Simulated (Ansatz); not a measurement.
Calculated with Ansatz (gas phase, PBE0-D4/def2-TZVP geometries, no zero-point term in ΔE). CBS: MP2 limit from def2 TZ/QZ plus the TZ coupled-cluster correction, frozen cores. DFT in def2-TZVPP. B3LYP here is the variant with VWN-RPA as its local correlation; programs differ in this. Each species was taken in one conformer, which may not be the lowest.

`F[SiH2]C(F)S` + `CBO` → `CBO[SiH2]F` + `FCS`  (ligand exchange at the Si–C bond)

(1) Is it downhill or uphill in electronic energy at CCSD(T)/CBS, and by how much? (Estimate.)

(2) What do these levels give: B3LYP-D4, PBE, r2SCAN, SCS-MP2/def2-TZVPP, HF/def2-QZVPP, SCS-MP2/def2-QZVPP? (Estimate.)

Largest T1 diagnostic among the species: 0.012.

Results:

(1) Ansatz gave: Downhill: ΔE = -119.1 kJ/mol.

(2) The calculation gave: B3LYP-D4 -117.3, PBE -102.3, r2SCAN -114.8, SCS-MP2/def2-TZVPP -125.5, HF/def2-QZVPP -149.1, SCS-MP2/def2-QZVPP -125.7 kJ/mol.

From PBE to PBE0 (25 % exact exchange), in def2-TZVPP and without D4, ΔE moves by −9.2 kJ/mol. The D4 term adds +3.9 kJ/mol with B3LYP and +1.9 kJ/mol with PBE0; it sums over pairs of atoms, weighted by their polarisabilities, and B3LYP, whose exchange is more repulsive, gets the larger term.
